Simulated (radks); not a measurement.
Q: The mean radii <r> (bohr) of the occupied orbitals of an atom or ion are listed with their occupations. All-electron calculation, scalar-relativistic Kohn-Sham, r2SCAN, spin-polarised, spherical densities, finite nucleus; meta-GGA in the generalised Kohn-Sham scheme; Fermi nuclear charge, rms radius of each element as measured or else 0.836 A^(1/3) + 0.57 fm. Program: a radial shooting solver on a logarithmic mesh with Libxc functionals.

orbital  occ.     <r>
1s up       1  0.1306
1s down     1  0.1302
2s up       1  0.6430
2s down     1  0.6537
2p up       3  0.5993
2p down     1  0.6158

Name the element and its charge. Open shells, if any, are filled with parallel spins first.

A: Z = 12, magnesium, charge +4: Mg4+ in [He] 2s2 2p4. The 1s radius gives Z: for a bare nucleus <r> = (2 gamma + 1)/(2Z) with gamma = sqrt(1 - (Z/c)^2), 0.1247 bohr for Z = 12, and screening makes it slightly larger (0.1306 here). The occupations add up to 8, and the charge is Z minus that.
